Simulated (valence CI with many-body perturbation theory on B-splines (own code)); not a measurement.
E1 transitions of Ag XVI

Calculated by configuration interaction combined with many-body perturbation theory (CI+MBPT): four valence electrons over a frozen Dirac-Fock core [Ar] 3d10, a basis of 11 s, 11 p, 9 d, 7 f, 5 g, 2 h, 1 i functions for each j, with the one-electron correlation potential Σ1, the two-electron term Σ2, the three-electron term Σ3, Breit, model QED; selected CI, second order for the rest (own B-spline code, finite nucleus).

No measured levels were compared; by estimate levels hold to about 250 cm⁻¹ or 0.2 % of their energy and the worst to 1 %, as in measured heavy ions of charge 2 to 7; those with d or f electrons hold less well.

Lines 201 to 223 of 223 in falling wavelength, among levels below 125.16 eV, chosen from the strongest by gf and those to the six lowest levels. Wavelengths and rates use the calculated energies, so an error of 1000 cm⁻¹ moves a line at 15.98 nm by 0.16 % and its rate by three times that or more. Electric multipoles are in the length gauge, E1 and E2 with the static RPA response of the core. Weak lines are less certain than strong ones. Lines between different terms over intervals too small for the method are left out, as are lines whose strength nearly cancels. The highest levels of a list are the least certain.

Names give the largest LS component (configuration and term), which can be under half, so a name can repeat, a term be missing and a line seem to break the LS rules; names also repeat where a configuration has a term twice. Letters in brackets count levels of one name in rising energy.

```
λ vac (nm)               Upper         Lower   A (s⁻¹)  log gf  Branch %
     15.98  4s 4p2 4d 3F_2 [b]  4s 4p3 5S°_2  7.95e+09   -0.82      11.8
     15.97  4s 4p2 4d 3P_1 [c]  4s 4p3 3D°_2  2.22e+10   -0.59      16.9
     15.90  4s 4p2 4d 3P_2 [b]  4s 4p3 3D°_2  1.44e+10   -0.56      10.5
     15.79  4s 4p2 4d 3P_1 [c]  4s 4p3 3D°_1  1.37e+10   -0.81      10.4
     15.63     4s2 4p 4d 1F°_3  4s2 4p2 3P_2  3.99e+10    0.01      19.8
     15.57  4s 4p2 4d 3D_3 [a]  4s 4p3 5S°_2  1.14e+10   -0.54      20.4
     15.50  4s 4p2 4d 3D_1 [a]  4s 4p3 5S°_2  2.22e+09   -1.62       3.9
     15.39     4s2 4p 4d 1P°_1  4s2 4p2 3P_2  4.80e+07   -3.29       0.0
     15.37  4s 4p2 4d 3D_3 [b]  4s 4p3 5S°_2  6.39e+09   -0.80       5.8
     15.36     4s2 4p 4d 3P°_1  4s2 4p2 3P_0  1.01e+09   -1.97       0.7
     15.22  4s 4p2 4d 3D_1 [b]  4s 4p3 5S°_2  9.73e+05   -4.99       0.0
     15.14  4s 4p2 4d 3D_2 [a]  4s 4p3 5S°_2  9.68e+08   -1.78       0.8
     15.06     4s2 4p 4d 1P°_1  4s2 4p2 3P_1  2.91e+09   -1.53       2.1
     15.04  4s 4p2 4d 3D_1 [c]  4s 4p3 5S°_2  1.33e+06   -4.87       0.0
     14.94  4s 4p2 4d 3F_3 [b]  4s 4p3 5S°_2  1.11e+08   -2.59       0.1
     14.91  4s 4p2 4d 3D_2 [b]  4s 4p3 5S°_2  2.03e+08   -2.47       0.2
     14.76  4s 4p2 4d 3F_2 [c]  4s 4p3 5S°_2  3.58e+08   -2.23       0.2
     14.76  4s 4p2 4d 3P_1 [b]  4s 4p3 5S°_2  1.54e+08   -2.82       0.1
     14.70  4s 4p2 4d 3F_3 [c]  4s 4p3 5S°_2  3.93e+09   -1.05       2.1
     14.63  4s 4p2 4d 3D_2 [c]  4s 4p3 5S°_2  5.88e+06   -4.03       0.0
     14.43  4s 4p2 4d 3P_1 [c]  4s 4p3 5S°_2  1.32e+08   -2.91       0.1
     14.37  4s 4p2 4d 3P_2 [b]  4s 4p3 5S°_2  1.15e+09   -1.75       0.8
     14.14     4s2 4p 4d 1P°_1  4s2 4p2 3P_0  1.33e+09   -1.92       1.0
```
